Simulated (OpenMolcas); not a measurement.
Cu2+ (d9) in a complex was computed by CASSCF with the d shell active (OpenMolcas, ANO-RCC-VDZP on the metal). Its lowest spin-free states, and all those of the highest spin:

```json
{"2S+1": "2", "Degeneracy": "2", "E (cm-1)": "0.0"}
{"2S+1": "2", "Degeneracy": "3", "E (cm-1)": "4649"}
```

Question: Is the site octahedral, tetrahedral or cube-like, axial, or of lower symmetry?

Answer: The states with 2S+1 = 2 have orbital degeneracies 2, 3. Threefold states need a cubic site. For d9 at this spin an octahedron puts the twofold E below the threefold T2 and a tetrahedron or cube puts the threefold T2 below the twofold E, so the site is octahedral. The first gap at this spin, 4650 cm-1, is |10Dq| in ligand-field theory. The run had Cu2+ with 6 ligands (fluoride) in octahedral coordination (Oh) at 2.04 Å. A charge of +0.667 e stands 2.6 Å behind each ligand. Ligand basis ANO-RCC-VDZP.

An orbital doublet at a regular site is open to a Jahn-Teller distortion, which this geometry leaves out. Ligand-to-metal charge-transfer states are missing. With metal d orbitals alone and no dynamic correlation the field as a rule comes out too small, by tens of per cent, by up to half for chloride and softer ligands, and the orbital part of g and χT, which goes as 1/10Dq, too large. No measured value stands beside these numbers; the geometry was imposed, not optimised, and the real ion may take another.
